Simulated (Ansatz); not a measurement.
C₂H₇FSn (`[CH3][SnH2][CH2]F`), relaxed with RKS PBE0-D4/def2-TZVP in Ansatz 0.2.0 from a PBE-D4/def2-SVP geometry. The force threshold is 0.005 eV/Å; the program also tests the step.

The species carries charge 0 and has multiplicity 1. Sn takes the def2 core potential.

Start:

```xyz
11

C     0.884    1.514   -0.460
Sn    0.319   -0.145    0.818
C    -1.208   -1.331   -0.237
F    -0.681   -1.764   -1.449
H     1.733    2.070   -0.019
H     1.183    1.121   -1.451
H     0.027    2.203   -0.588
H     1.686   -1.167    1.108
H    -0.315    0.423    2.332
H    -2.113   -0.712   -0.426
H    -1.514   -2.212    0.371
```

By how much does the energy fall, and how many steps does the optimiser take? (An estimate is asked.)

Ansatz gave: 5.00 kJ/mol, in 8 steps.

Which bonds change most? (An estimate is asked.)

Ansatz gave: C1–Sn2 from 2.169 to 2.137 Å; Sn2–C3 from 2.203 to 2.171 Å; Sn2–H9 from 1.736 to 1.714 Å; Sn2–H8 from 1.732 to 1.710 Å.

Give the relaxed structure. (Best estimate.)

The calculation gave: 
```xyz
11

C     0.890    1.480   -0.466
Sn    0.316   -0.135    0.811
C    -1.194   -1.310   -0.216
F    -0.746   -1.617   -1.497
H     1.718    2.035   -0.027
H     1.198    1.083   -1.433
H     0.047    2.156   -0.612
H     1.656   -1.138    1.163
H    -0.358    0.443    2.277
H    -2.128   -0.749   -0.308
H    -1.399   -2.247    0.308
```
